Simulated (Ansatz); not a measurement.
Cl₃Se, charge +1, singlet, at a GFN2-xTB geometry; Ansatz (a first-principles code) with R2SCAN/6-31G*.

Input for Ansatz:
Ansatz 0.2 input:
```yaml
crystal:
  periodic: [false, false, false]
  atoms:
    - {symbol: Se, position_ang: [-0.17104784, 0.20735202, 0.48711478]}
    - {symbol: Cl, position_ang: [-1.49710513, -1.14549165, -0.46172271]}
    - {symbol: Cl, position_ang: [0.20006690, 1.62349849, -1.04445615]}
    - {symbol: Cl, position_ang: [1.63913392, -0.89271087, 0.53194930]}
basis:
  gaussian:
    orbitals: 6-31G*
hamiltonian:
  xc: r2scan
total_charge: 1
accuracy: high
```

What the program printed (banner, timings and long lists left out):

```
Functional definition: r2SCAN
1743 factors; integrals over basis functions are off by at most 7.8e-9 eV
mean field evaluation 1: about -102894.2185 eV, gradient 2.9e1 eV
mean field evaluation 2: about -102887.7987 eV, gradient 5.8e1 eV
mean field evaluation 4: about -102896.4949 eV, gradient 9.6e-1 eV
mean field evaluation 8: about -102896.4824 eV, gradient 2.9e-2 eV
mean field evaluation 16: about -102896.4824 eV, gradient 1.2e-6 eV
mean field -102896.48244390 eV, -3781.3759840724 hartree, gradient 1.3e-8 eV, S^2 0.000000; 0 other end points of the search recorded, 0 dependent functions left out
reference -102896.48244445 eV, -3781.3759840926 hartree; 42, 42 occupied and 50, 50 virtual orbitals, 1743 factors
Total energy: -102896.48244445 eV, -3781.3759840926 hartree
```
